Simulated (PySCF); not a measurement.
PySCF input (TPSS/def2-TZVPD):

```python
from pyscf import gto, scf, dft

mol = gto.M(
    atom='''
    Sb    0.03761511   -0.02343339    0.35166638
    F     0.65470262    1.33207423   -0.99347740
    F    -0.86785490   -1.19928501   -0.99929873
    ''',
    basis='def2-tzvpd',
    ecp='def2-tzvp',
    charge=-1,
    spin=0,
    verbose=4,
)

mf = dft.RKS(mol, xc='tpss').density_fit(auxbasis='def2-universal-jkfit')
mf.grids.level = 3
mf.conv_tol = 1e-9
mf.max_cycle = 100
mf.max_memory = 1500
mf.kernel()
if not mf.converged:
    mf = mf.newton()
    mf.kernel(mf.make_rdm1())
mf.analyze()
```

Output:

```
ECP def2-tzvp not found for  F
PySCF version 2.14.0

[INPUT] verbose = 4
[INPUT] num. atoms = 3
[INPUT] num. electrons = 42
[INPUT] charge = -1
[INPUT] spin (= nelec alpha-beta = 2S) = 0
[INPUT] symmetry False subgroup None
[INPUT] Mole.unit = angstrom
[INPUT] Symbol           X                Y                Z      unit          X                Y                Z       unit  Magmom
[INPUT]  1 Sb     0.037615110000  -0.023433390000   0.351666380000 AA    0.071082256045  -0.044282689270   0.664553145417 Bohr   0.0
[INPUT]  2 F      0.654702620000   1.332074230000  -0.993477400000 AA    1.237208644835   2.517255472291  -1.877400196945 Bohr   0.0
[INPUT]  3 F     -0.867854900000  -1.199285010000  -0.999298730000 AA   -1.640008076862  -2.266320214196  -1.888400916326 Bohr   0.0

nuclear repulsion = 123.673960157
number of shells = 46
number of NR pGTOs = 207
number of NR cGTOs = 136
basis = def2-tzvpd
ecp = def2-tzvp

******** <class 'pyscf.df.df_jk.DFRKS'> ********
method = DFRKS
initial guess = minao
damping factor = 0
level_shift factor = 0
DIIS = <class 'pyscf.scf.diis.CDIIS'>
diis_start_cycle = 1
diis_space = 8
diis_damp = 0
SCF conv_tol = 1e-09
SCF conv_tol_grad = None
SCF max_cycles = 100
direct_scf = False
XC library pyscf.dft.libxc version 7.1.2
    S. Lehtola, C. Steigemann, M. J. T. Oliveira, and M. A. L. Marques,  SoftwareX 7, 1–5 (2018)
XC functionals = tpss
    J. Tao, J. P. Perdew, V. N. Staroverov, and G. E. Scuseria,  Phys. Rev. Lett. 91, 146401 (2003)
    J. P. Perdew, J. Tao, V. N. Staroverov, and G. E. Scuseria,  J. Chem. Phys. 120, 6898 (2004)
    J. Tao, J. P. Perdew, V. N. Staroverov, and G. E. Scuseria,  Phys. Rev. Lett. 91, 146401 (2003)
    J. P. Perdew, J. Tao, V. N. Staroverov, and G. E. Scuseria,  J. Chem. Phys. 120, 6898 (2004)
radial grids:
    Treutler-Ahlrichs [JCP 102, 346 (1995); DOI:10.1063/1.469408] (M4) radial grids

becke partition: Becke, JCP 88, 2547 (1988); DOI:10.1063/1.454033
pruning grids: <function nwchem_prune>
grids dens level: 3
symmetrized grids: False
atomic radii adjust function: <function treutler_atomic_radii_adjust>
small_rho_cutoff = 0
Set gradient conv threshold to 3.16228e-05
Initial guess from minao.
tot grids = 50488
init E= -401.752722590667
  HOMO = -0.724050163397816  LUMO = -0.64240462036513  gap/eV = 2.22169
cycle= 1 E= -438.484267975388  delta_E= -36.7  |g|= 2.99  |ddm|= 15.5
  HOMO = 0.188350905096398  LUMO = 0.189796487001844  gap/eV = 0.03934
cycle= 2 E= -436.794132788475  delta_E= 1.69  |g|= 4.34  |ddm|= 35.7
  HOMO = 0.00434384446078084  LUMO = 0.0637839802209265  gap/eV = 1.61745
[...]
cycle= 11 E= -440.042784796864  delta_E= -3.09e-10  |g|= 1.52e-05  |ddm|= 3.24e-05
  HOMO = 0.0532447998989376  LUMO = 0.107714550733234  gap/eV = 1.48220
Extra cycle  E= -440.04278479662  delta_E= 2.43e-10  |g|= 4.09e-05  |ddm|= 3.25e-05
converged SCF energy = -440.04278479662
**** SCF Summaries ****
Total Energy =                        -440.042784796620310
Nuclear Repulsion Energy =             123.673960156999854
One-electron Energy =                 -955.271734152370755
Two-electron Energy =                  391.554989198750604
Two-electron Coulomb Energy =          432.000155962942586
DFT Exchange-Correlation Energy =      -40.445166764191953
HOMO-LUMO gap [eV] =                     1.482197416365255
**** MO energy ****
MO #1   energy= -24.1687745611144  occ= 2
MO #2   energy= -24.168760736806   occ= 2
MO #3   energy= -5.33724588160096  occ= 2
MO #4   energy= -3.601791002217    occ= 2
MO #5   energy= -3.59946420757208  occ= 2
MO #6   energy= -3.58445266512357  occ= 2
MO #7   energy= -1.02905831334905  occ= 2
MO #8   energy= -1.02240592905882  occ= 2
MO #9   energy= -1.00941679312512  occ= 2
MO #10  energy= -1.00742724448618  occ= 2
MO #11  energy= -1.00645311198951  occ= 2
MO #12  energy= -0.84896020928457  occ= 2
MO #13  energy= -0.83678444148186  occ= 2
MO #14  energy= -0.295325030281944 occ= 2
MO #15  energy= -0.18102405817104  occ= 2
MO #16  energy= -0.151283706783959 occ= 2
MO #17  energy= -0.142638533472541 occ= 2
MO #18  energy= -0.128341841573098 occ= 2
MO #19  energy= -0.126273218913701 occ= 2
MO #20  energy= -0.110155765202224 occ= 2
MO #21  energy= 0.0532447998989376 occ= 2
MO #22  energy= 0.107714550733234  occ= 0
MO #23  energy= 0.123034303612654  occ= 0
MO #24  energy= 0.152768407682341  occ= 0
MO #25  energy= 0.200773947438938  occ= 0
MO #26  energy= 0.212809212605271  occ= 0
MO #27  energy= 0.231223273547959  occ= 0
MO #28  energy= 0.235731424380616  occ= 0
MO #29  energy= 0.242803931905137  occ= 0
MO #30  energy= 0.250967046665093  occ= 0
MO #31  energy= 0.251579495044775  occ= 0
MO #32  energy= 0.25311630345211   occ= 0
MO #33  energy= 0.286326425029625  occ= 0
MO #34  energy= 0.299171699497826  occ= 0
MO #35  energy= 0.302100846729811  occ= 0
MO #36  energy= 0.344044308941321  occ= 0
MO #37  energy= 0.362895152812374  occ= 0
MO #38  energy= 0.367458595797268  occ= 0
MO #39  energy= 0.424274225557607  occ= 0
MO #40  energy= 0.475742488427198  occ= 0
MO #41  energy= 0.488866851637375  occ= 0
MO #42  energy= 0.492311297949505  occ= 0
MO #43  energy= 0.504700657576417  occ= 0
MO #44  energy= 0.51007314822585   occ= 0
MO #45  energy= 0.577207712792651  occ= 0
MO #46  energy= 0.594972548438774  occ= 0
MO #47  energy= 0.601189341195313  occ= 0
MO #48  energy= 0.647654466600255  occ= 0
MO #49  energy= 0.685468227522218  occ= 0
MO #50  energy= 0.745068377843952  occ= 0
MO #51  energy= 0.767302387929817  occ= 0
MO #52  energy= 0.769463772385746  occ= 0
MO #53  energy= 0.771886181627655  occ= 0
MO #54  energy= 0.797873960032245  occ= 0
MO #55  energy= 0.820941871495719  occ= 0
MO #56  energy= 0.827990126237194  occ= 0
MO #57  energy= 0.884600893733022  occ= 0
MO #58  energy= 0.891760927496849  occ= 0
MO #59  energy= 0.899124113353101  occ= 0
MO #60  energy= 0.969855306832953  occ= 0
MO #61  energy= 0.989448931846461  occ= 0
MO #62  energy= 0.999817260987634  occ= 0
MO #63  energy= 1.01734327852738   occ= 0
MO #64  energy= 1.03630036363352   occ= 0
MO #65  energy= 1.17256073476958   occ= 0
MO #66  energy= 1.20335289436627   occ= 0
MO #67  energy= 1.23251402198327   occ= 0
MO #68  energy= 1.25922596504439   occ= 0
MO #69  energy= 1.2621480644166    occ= 0
MO #70  energy= 1.26946667212248   occ= 0
MO #71  energy= 1.27197079129062   occ= 0
MO #72  energy= 1.28025603978102   occ= 0
MO #73  energy= 1.37967161369038   occ= 0
MO #74  energy= 1.40183966568302   occ= 0
MO #75  energy= 1.49409960932628   occ= 0
MO #76  energy= 1.49427592536113   occ= 0
MO #77  energy= 1.50596085912663   occ= 0
MO #78  energy= 1.6325473630759    occ= 0
MO #79  energy= 1.74876299550899   occ= 0
MO #80  energy= 2.39146715096697   occ= 0
MO #81  energy= 2.40146370871554   occ= 0
MO #82  energy= 2.42330828551883   occ= 0
MO #83  energy= 2.42995703770711   occ= 0
MO #84  energy= 2.43218014375927   occ= 0
MO #85  energy= 2.44708317208564   occ= 0
MO #86  energy= 2.44786728617916   occ= 0
MO #87  energy= 2.47675754100965   occ= 0
MO #88  energy= 2.54385146986883   occ= 0
MO #89  energy= 2.60405775701153   occ= 0
MO #90  energy= 2.60928522058632   occ= 0
MO #91  energy= 2.65622726555448   occ= 0
MO #92  energy= 2.66524598581671   occ= 0
MO #93  energy= 2.72002167758991   occ= 0
MO #94  energy= 2.72661092636772   occ= 0
MO #95  energy= 2.80817295986701   occ= 0
MO #96  energy= 2.90669292264291   occ= 0
MO #97  energy= 3.47794222939709   occ= 0
MO #98  energy= 3.49074870639158   occ= 0
MO #99  energy= 3.49445071171905   occ= 0
MO #100 energy= 3.56247245151845   occ= 0
MO #101 energy= 3.72030510716879   occ= 0
MO #102 energy= 3.86836470748614   occ= 0
MO #103 energy= 3.93602160937907   occ= 0
MO #104 energy= 4.32509089168532   occ= 0
MO #105 energy= 4.37634740451109   occ= 0
MO #106 energy= 7.08361509711254   occ= 0
MO #107 energy= 7.08861060872986   occ= 0
[...]
```
